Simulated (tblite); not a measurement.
C₂H₇NSi₂.
Numbering: `[CH:1]#[C:2][Si@@H:3]([NH2:4])[SiH3:5]` (hydrogens: H6 on C1; H7 on Si3; H8, H9 on N4; H10, H11, H12 on Si5)

Computed with GFN2-xTB (tblite), gas phase: Langevin dynamics at 300 K from the optimised GFN2-xTB geometry, time step 0.5 fs, friction 0.01 fs⁻¹, 2000 steps.

Start geometry:
```
atom  x, y, z in Å
C1     -1.728    2.279   -0.267
C2     -1.148    1.288    0.092
Si3    -0.237   -0.264    0.584
N4     -0.932   -1.701   -0.083
Si5     1.957   -0.145   -0.113
H6     -2.238    3.150   -0.568
H7     -0.490   -0.404    2.026
H8     -1.872   -1.956    0.174
H9     -0.777   -1.922   -1.053
H10     2.682    0.885    0.637
H11     2.099    0.193   -1.535
H12     2.686   -1.402    0.081
```

The statistics below take the 31 frames saved every 25 fs from 250 to 1000 fs; their kinetic temperature (all 3N coordinates) averages 291 K.

**Question.** How do the bond lengths spread?

**Answer.** 
| bond | start (Å) | mean (Å) | standard deviation (Å) | shortest (Å) | longest (Å) |
| --- | --- | --- | --- | --- | --- |
| C1≡C2 | 1.203 | 1.205 | 0.018 | 1.165 | 1.244 |
| C2–Si3 | 1.865 | 1.870 | 0.040 | 1.809 | 1.955 |
| Si3–N4 | 1.730 | 1.733 | 0.022 | 1.684 | 1.775 |
| Si3–Si5 | 2.305 | 2.319 | 0.049 | 2.231 | 2.427 |
| C1–H6 | 1.053 | 1.055 | 0.019 | 1.018 | 1.092 |
| Si3–H7 | 1.471 | 1.481 | 0.032 | 1.431 | 1.550 |
| N4–H8 | 1.008 | 1.013 | 0.028 | 0.969 | 1.059 |
| N4–H9 | 1.007 | 1.009 | 0.017 | 0.973 | 1.041 |
| Si5–H10 | 1.466 | 1.477 | 0.038 | 1.405 | 1.573 |
| Si5–H11 | 1.468 | 1.479 | 0.048 | 1.383 | 1.607 |
| Si5–H12 | 1.466 | 1.479 | 0.047 | 1.383 | 1.572 |

**Question.** Give the same statistics for bond angles, one of each kind.

**Answer.** 
| angle | start (°) | mean (°) | standard deviation (°) | smallest (°) | largest (°) |
| --- | --- | --- | --- | --- | --- |
| C2–C1–H6 | 179.3 | 167.0 | 5.4 | 156.7 | 178.7 |
| C1–C2–Si3 | 177.9 | 167.7 | 6.3 | 154.8 | 178.0 |
| C2–Si3–N4 | 113.2 | 110.5 | 5.7 | 100.3 | 125.7 |
| C2–Si3–Si5 | 110.0 | 110.2 | 6.2 | 100.1 | 124.7 |
| C2–Si3–H7 | 104.7 | 104.0 | 5.8 | 93.0 | 115.6 |
| N4–Si3–Si5 | 108.0 | 109.7 | 6.2 | 97.6 | 118.8 |
| N4–Si3–H7 | 103.3 | 106.2 | 6.9 | 92.8 | 118.9 |
| Si5–Si3–H7 | 117.7 | 115.8 | 5.5 | 105.0 | 127.9 |
| Si3–N4–H8 | 119.2 | 120.1 | 4.5 | 110.8 | 132.2 |
| H8–N4–H9 | 109.4 | 110.1 | 4.1 | 102.4 | 123.0 |
| Si3–Si5–H10 | 110.7 | 112.7 | 5.8 | 101.3 | 124.7 |
| Si3–Si5–H11 | 113.4 | 111.6 | 5.3 | 103.6 | 124.1 |
| H10–Si5–H11 | 106.6 | 105.8 | 5.2 | 96.2 | 116.1 |
| H11–Si5–H12 | 106.1 | 106.9 | 5.0 | 98.0 | 119.0 |

**Question.** How far does each atom move about its mean position (frames aligned on the start, all atoms weighted alike), and what rms force does it feel?

**Answer.** 
| atom | rms displacement (Å) | rms force (eV/Å) |
| --- | --- | --- |
| C1 | 0.29 | 1.94 |
| C2 | 0.24 | 2.05 |
| Si3 | 0.16 | 1.40 |
| N4 | 0.21 | 1.63 |
| Si5 | 0.11 | 1.51 |
| H6 | 0.42 | 0.79 |
| H7 | 0.36 | 0.56 |
| H8 | 0.88 | 1.14 |
| H9 | 0.78 | 0.76 |
| H10 | 1.30 | 0.64 |
| H11 | 1.26 | 0.83 |
| H12 | 1.25 | 0.86 |

The displacements run from 0.11 to 1.30 Å, the largest at H10.

**Question.** How widely does the potential energy scatter, against a harmonic estimate?

**Answer.** Mean 0.36 eV above the start, standard deviation 0.087 eV, range 0.20 to 0.58 eV. For 30 classical harmonic modes at 300 K the canonical values are 30kT/2 = 0.39 eV and kT·√(30/2) = 0.100 eV.

The run is classical and short, so these are rough statistics of one trajectory.

The cost below is that of the whole dynamics run. Time: 10 s wall; peak memory 0.18 GiB. Hardware: Arm Neoverse V1, one thread (shared host).
